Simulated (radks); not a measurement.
Results of a calculation; reference values are marked as such.
Valence configurations of Ce II (all share [Xe]). Level of theory: scalar-relativistic Kohn-Sham, r2SCAN, spin-polarised, spherical densities, finite nucleus; open shells are filled with parallel spins first (spin-orbit coupling, left out, can overturn this in heavy ions); meta-GGA in the generalised Kohn-Sham scheme; Fermi nuclear charge, rms radius 4.8771 fm (a radial shooting solver on a logarithmic mesh with Libxc functionals). Energies are relative to 4f1 5d2; eigenvalues in eV for spin up.

valence          E (eV)  moment (Bohr magnetons)    e(4f)    e(5d)   e(6p)    e(6s)
4f1 5d2           0.000                        3   -9.083   -7.589       -        -
5d2 6p1           7.912                        3        -  -11.233  -6.522        -
4f0.5 5d2.5       1.252                        3  -11.716   -8.259       -        -
4f1 5d1 6s1      -0.068                        3  -11.284   -8.950       -   -9.079
5d1 6s2           6.975                        1        -  -11.728       -  -10.098
6s2 6p1          12.626                        1        -        -  -7.813  -11.658
5d2 6s1           4.371                        3        -  -10.476       -   -9.631
4f1 5d1.5 6p0.5   1.512                        3  -10.729   -8.667  -5.514        -
4f0.5 5d2 6s0.5   1.442                        3  -12.900   -9.008       -   -8.613
4f1.5 5d1 6s0.5  -0.530                        3   -7.706   -7.597       -   -8.041

NIST lists [Xe] 4f1 5d2 as the ground configuration; this level of theory puts 4f1.5 5d1 6s0.5 lower, by 0.530 eV. The energies are those of spherical high-spin densities, not of single terms.
